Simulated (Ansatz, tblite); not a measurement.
Cost and result up the ladder for SiH(vinyl)3 (C₆H₁₀Si) (17 atoms). The state is a singlet with charge 0. Geometry: B3LYP-D4/def2-SVP.

```xyz
17

Si   -0.0487    0.0807    0.0066
H    -0.8330    1.3494    0.0849
C    -1.2351   -1.3736   -0.0145
C    -2.5693   -1.2510    0.0115
H    -0.8152   -2.3893   -0.0510
H    -3.0588   -0.2706    0.0483
H    -3.2386   -2.1194   -0.0027
C     1.0790   -0.0380    1.5023
C     1.1292    0.8805    2.4768
H     1.7406   -0.9122    1.5887
H     0.4994    1.7778    2.4581
H     1.7986    0.7841    3.3398
C     0.9769    0.0894   -1.5653
C     0.9869    1.0988   -2.4467
H     1.6092   -0.7842   -1.7807
H     0.3820    2.0012   -2.2985
H     1.5969    1.0763   -3.3574
```

Ansatz on 4 threads of Intel Xeon on a shared host; xTB runs through tblite on one thread. Times are rough, summed over both states, and most runs start from the orbitals of an earlier one. PBE0-D4/def2-TZVP serves as the yardstick here, not as an exact answer. The other state is a triplet.

The xTB rows come from tblite.

xTB has no spin-polarisation term.

| level | functions | wall time |
| --- | --- | --- |
| GFN2-xTB | 43 | 0.049 s |
| GFN1-xTB | 53 | 0.071 s |
| PBE-D4/def2-TZVP | 283 | 24 s |
| r2SCAN-D4/def2-TZVP | 283 | 38 s |
| PBE0-D4/def2-TZVP | 283 | 49 s |

Estimate what each level gives for the vertical triplet (eV).


| level | vertical triplet (eV) | difference from PBE0-D4/def2-TZVP (eV) |
| --- | --- | --- |
| GFN2-xTB | 4.08 | 0.04 |
| GFN1-xTB | 4.12 | 0.08 |
| PBE-D4/def2-TZVP | 4.15 | 0.11 |
| r2SCAN-D4/def2-TZVP | 3.89 | -0.15 |
| PBE0-D4/def2-TZVP | 4.04 | 0.00 |
